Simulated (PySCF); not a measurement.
C₂H₆Al (SMILES [CH3][Al+][CH3]), charge +1, singlet, at a GFN2-xTB geometry (such geometries of metal compounds can be far from the true shape). Base run: R2SCAN/6-31G* run with PySCF.

Geometry (Å):
```xyz
9

Al     0.0000     0.0000     0.0000
C      1.5072     0.2004    -1.2391
H      2.1928    -0.6605    -1.1783
H      2.0916     1.1078    -1.0154
H      1.1604     0.2767    -2.2825
C     -1.5072    -0.2004     1.2391
H     -2.0734    -1.1237     1.0349
H     -2.2088     0.6455     1.1563
H     -1.1624    -0.2458     2.2850
```
Charge +1, spin multiplicity 1.
All else is at PySCF's defaults.
Base energy -321.88312 Eh.

Variants of this job, named by their change:

| change | ΔE vs base (µEh) | SCF cycles | outcome |
|---|---|---|---|
| base | 0.0 | 8 | converged |
| diis = off; damp = 0.6 (with mf.diis_start_cycle = 200; with mf.max_cycle = 150) | 0.0 | 16 | converged |
| level_shift = 1.0 (with mf.max_cycle = 100) | 0.0 | 32 | converged |
| DIIS = ADIIS | 0.0 | 14 | converged |
| level_shift = 0.1 (with mf.max_cycle = 100) | 0.0 | 8 | converged |
| level_shift = 0.3 (with mf.max_cycle = 100) | 0.0 | 13 | converged |
| DIIS = EDIIS | - | 50 | not converged |
| diis_space = 20 | 0.0 | 8 | converged |
| init_guess = sap | 0.0 | 10 | converged |
| solver = newton | 0.0 | - | converged |
| diis_space = 4 | 0.0 | 8 | converged |
| damp = 0.5; diis_start_cycle = 5 | 0.0 | 9 | converged |
| conv_tol_grad = 1e-3 | 0.0 | 8 | converged |
